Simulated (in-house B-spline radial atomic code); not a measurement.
Cu⁺. Computed with a B-spline radial atomic code. Model: non-relativistic spherical atom: semilocal Troullier-Martins pseudo-atom, one channel per l, against all electrons, high spin, G0W0 and RPA with empty states to l = 8, local potential for every l without a channel, a model core (radius 0 = none) keeps its share of the functional.

What the tables leave out is listed at the end.

The pseudopotential gives back the lowest level of each angular momentum of its own functional in the configuration it was made in; a second state of the same l is only approximately right. Exact exchange, RPA and GW see the smooth pseudo-orbitals and miss the exchange with the core, for which the functional's share stands in. The column with an uncorrelated core keeps all orbitals and exact exchange, and so separates missing core correlation from pseudisation. Only the three outermost levels and the lowest empty one were computed. RPA here is direct RPA, with no exchange kernel, and its energies carry an (l + 1/2)⁻⁴ tail. A hybrid on a potential with a model core restores only its own semilocal share of the core's exchange.

Command:
```bash
python run_psgw.py task.json out
```
Settings (lengths in bohr, energies in hartree):
```
Z                      29
electrons              28
configuration          [Ar] 3d10
generated_in           [Ar] 3d10
functional             pbe,pbe
core_shells            5
radius_factor          0.9
core_correction        False
```

Run time, properties included: 13 s on 1 thread of Intel(R) Xeon(R) Platinum 8488C (Sapphire Rapids), with other jobs on the host.

Given: made with PBE; model core radius 0 bohr; local radius 1.767 bohr; mean-field start PBE0.

Valence shells of the generating configuration: 3d.

Channel: s 1.957, p 2.536, d 1.631 (radii in bohr).

Computed: largest level miss in the spin-unpolarised generating configuration 0 eV; valence RPA correlation energy pseudo -0.84237 hartree; all-electron RPA polarisability, core included 5.349 bohr³; pseudo-atom RPA polarisability 6.319 bohr³.

```tsv
level	occupied	mean-field all-electron (eV)	mean-field pseudo minus all (eV)	G0W0 all-electron (eV)	G0W0 uncorrelated core minus all (eV)	G0W0 pseudo minus all (eV)	exchange self-energy all-electron (eV)	exchange self-energy pseudo (eV)
3d	1	-15.954	0.598	-20.396	-0.054	3.807	-46.522	-29.432
4s (empty)	0	-10.169	-0.327	-7.6212	-0.017	-0.686	-2.6749	-1.904
```

**Question.** What is the valence RPA correlation energy all-electron orbitals?

**Answer.** -0.64241 hartree.

Given: mean-field start Hartree-Fock.

Computed: valence RPA correlation energy all-electron orbitals -0.55278 hartree; all-electron RPA polarisability, core included 3.2393 bohr³; pseudo-atom RPA polarisability 5.0081 bohr³.

```
     level  occupied  mean-field all-electron (eV)  mean-field pseudo minus all (eV)  G0W0 all-electron (eV)  G0W0 uncorrelated core minus all (eV)  G0W0 pseudo minus all (eV)  exchange self-energy all-electron (eV)  exchange self-energy pseudo (eV)
        3d         1                       -22.045                             2.837                 -20.451                                 -0.101                       1.459                                 -47.124                           -28.889
4s (empty)         0                       -6.3361                            -0.726                  -7.085                                 -0.005                      -1.163                                 -1.5298                           -1.4816
```

**Question.** What is the valence RPA correlation energy pseudo?

**Answer.** -0.76536 hartree.

Among the listed levels the largest G0W0 shift of the pseudo-atom is +3.81 eV, for 3d on the PBE0 start, while leaving the core uncorrelated moves that level by -0.05 eV. So pseudisation and the lost core exchange, not the missing core correlation, make the error. Not in the tables (levels of low weight, unsolved or above zero; the highest and the empty levels are kept at any weight): on PBE, a start not tabulated, the G0W0 levels 3d (pseudo minus all +4.68 eV, weights 0.57 and 0.74), 4s (pseudo minus all -0.45 eV, weights 0.92 and 0.93).
